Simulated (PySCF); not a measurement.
## Two-component Hartree-Fock for Rh³¹⁺ (rhodium, charge +31)

Start: [Ne] 3s2 3p2; 3p1/2 filled at m_j = -1/2, +1/2. Calculated with PySCF 2.14 in an uncontracted even-tempered set (19 s from 5.2 bohr⁻², ratio 2.4; 13 p from 6.8 bohr⁻², ratio 2.4; 4 d from 25 bohr⁻², ratio 2.6; 4 f from 37 bohr⁻², ratio 2.6): generalised Hartree-Fock with the X2C-1e Hamiltonian and a Gaussian nucleus; one run each with spin-orbit coupling (SO) switched off, then screened by Boettger's factors.

| spinor shell | electrons | ε, spin-free (eV) | ε, screened SO (eV) | weight of nominal j (screened SO) | rms radius, screened SO (bohr) |
| --- | --- | --- | --- | --- | --- |
| 1s1/2 | 2 | -25007.5 | -25003.4 | 1.000 | 0.0374 |
| 2s1/2 | 2 | -5052.2 | -5050.0 | 1.000 | 0.151 |
| 2p1/2 | 2 | -4696.6 | -4802.8 | 1.000 | 0.131 |
| 2p3/2 | 4 | -4696.6 | -4644.5 | 1.000 | 0.135 |
| 3s1/2 | 2 | -1929.2 | -1928.2 | 1.000 | 0.368 |
| 3p1/2 | 2 | -1831.5 | -1847.8 | 1.000 | 0.354 |

```
   quantity    spin-free  screened SO
E (hartree)  -4048.91013  -4051.04289
        M_J            0            0
       ⟨J²⟩        2.001        0.000
       ⟨L²⟩        2.001        1.336
       ⟨S²⟩        2.000        1.336
```

Breit and QED terms are absent; they matter most for the inner s and p1/2 levels.

Densities and radii are taken from the X2C orbitals without a picture-change correction, which distorts them close to the nucleus.

Without spin-orbit coupling the j labels of p, d and f shells carry no meaning; the spin-free column gives the mean over the occupied spinors of each nl shell.
